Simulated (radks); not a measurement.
Problem. Bi II, configuration [Hg] 6p2 (the NIST ground configuration). All-electron calculation, Dirac Kohn-Sham, BLYP, spin-unpolarised, spherical densities, finite nucleus; open shells are shared between the two j in proportion to 2j + 1; Fermi nuclear charge, rms radius 5.5211 fm. Program: a radial shooting solver on a logarithmic mesh with Libxc functionals. Some entries of the table are withheld. Estimate them.

orbital      occ.  eigenvalue (Ry)  <1/r> (bohr^-1)
1s1/2           2        -6649.237              (1)
2s1/2           2        -1194.204            25.57
2p1/2           2        -1148.010            25.54
2p3/2           4        -977.4906            20.24
3s1/2           2        -288.6562              (2)
3p1/2           2        -267.6449            9.290
3p3/2           4        -229.4680            7.903
3d3/2           4        -194.8107            7.804
3d5/2           6        -186.7152            7.498
4s1/2           2        -66.67179            3.987
4p1/2           2        -57.51129            3.879
4p3/2           4        -48.10051            3.399
4d3/2           4        -33.14604            3.204
4d5/2           6        -31.38952            3.096
5s1/2           2        -12.13370            1.670
4f5/2           6        -11.98073            2.766
4f7/2           8        -11.57712            2.725
5p1/2           2         -8.95178            1.549
5p3/2           4         -7.13522            1.372
5d3/2           4         -2.69394            1.090
5d5/2           6         -2.47276            1.049
6s1/2           2         -1.61196           0.6059
6p1/2    0.666667              (3)           0.4941
6p3/2     1.33333              (4)           0.4327

Solution. 
(1) 1s1/2 <1/r> (bohr^-1): 103.2
(2) 3s1/2 <1/r> (bohr^-1): 9.375
(3) 6p1/2 eigenvalue (Ry): -0.96008
(4) 6p3/2 eigenvalue (Ry): -0.79149
